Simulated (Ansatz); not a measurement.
A CCSD(T) single point on `[OH][Y]([F])[F]`.

```yaml
crystal:
  periodic: [false, false, false]
  atoms:
    - {symbol: O, position_ang: [-0.460547, 1.242381, -0.517136]}
    - {symbol: Y, position_ang: [0.190125, -0.513557, 0.214115]}
    - {symbol: F, position_ang: [1.640821, -0.562807, 1.598950]}
    - {symbol: F, position_ang: [-0.601580, -2.240008, -0.431634]}
    - {symbol: H, position_ang: [-0.768819, 2.074001, -0.864285]}
basis:
  gaussian: {orbitals: def2-QZVPP}
correlation: {method: ccsd_t}
```

```sh
$ ansatz run in.yaml --threads 2 --pin off --events-out ev --progress --plain --max-ram 32768MiB --backend cuda --devices 0, --max-vram 18GiB
```

The program prints (abridged):

```
Functional definition: HF
1759 factors; integrals over basis functions are off by at most 5.8e-4 eV
mean field evaluation 1: about -8499.3759 eV, gradient 6.6e1 eV
mean field evaluation 2: about -8499.4397 eV, gradient 6.6e1 eV
mean field evaluation 4: about -8506.3215 eV, gradient 1.8e0 eV
mean field evaluation 8: about -8506.3552 eV, gradient 2.8e-1 eV
mean field -8506.35536693 eV, -312.6027939200 hartree, gradient 1.1e-6 eV, S^2 0.000000; 0 other end points of the search recorded, 0 dependent functions left out
3 core orbitals not correlated: weight in the atoms' cores, before any rotation towards them, 1.000 or more for the frozen orbitals, at most 0.000 for the correlated occupied ones
reference -8506.35536693 eV, -312.6027939200 hartree; 16, 16 occupied and 263, 263 virtual orbitals, 1759 factors
second order -30.71410409 eV of doubles, -0.00000000 eV of singles
cycle   1  -29.83023666 eV  change    8.8e-1 eV  update   1.3e-1
cycle   2  -30.43639459 eV  change   -6.1e-1 eV  update   5.0e-2
cycle   3  -30.60084916 eV  change   -1.6e-1 eV  update   2.1e-2
cycle   4  -30.58533073 eV  change    1.6e-2 eV  update   6.3e-3
cycle   5  -30.57577543 eV  change    9.6e-3 eV  update   2.2e-3
cycle   6  -30.57689136 eV  change   -1.1e-3 eV  update   7.9e-4
cycle   7  -30.57717054 eV  change   -2.8e-4 eV  update   2.2e-4
cycle   8  -30.57695819 eV  change    2.1e-4 eV  update   9.0e-5
cycle   9  -30.57694423 eV  change    1.4e-5 eV  update   3.0e-5
perturbative correction -1.09052223 eV, -0.0400759528 hartree
Total energy: -8538.02283340 eV, -313.7665518476 hartree
```

Hardware: 2 threads of an AMD EPYC 7R13 on a shared host and a share of an NVIDIA H100 80 GB. Wall time 4.6 s, peak host memory 0.84 GiB.

The correlation energy is -31.667 eV, 3.4 % of it from (T); the T1 diagnostic reads 0.0145.
